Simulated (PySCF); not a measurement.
PySCF 2.14 output of a UHF calculation on a single atom or ion in x2c-TZVPall (8s6p6d1f, 63 functions), with scalar relativity by spin-free X2C-1e:

```
SCF conv_tol = 1e-09
number electrons alpha = 23  beta = 23
cycle= 1 E= -5590.47177456946  delta_E= -4.55e-12  |g|= 4.06e-07  |ddm|= 2.66e-06
converged SCF energy = -5590.47177456946  <S^2> = -3.1974423e-14  2S+1 = 1
```

The run itself started from symmetry-adapted Hartree-Fock orbitals and held the occupation by maximum overlap, so the iterations belong to that start.

**Question.** Which element, charge and spin multiplicity is this?

**Answer.** Cd²⁺ (cadmium, charge +2), multiplicity 1; the state was [Kr] 4d10, closed-shell 1S.
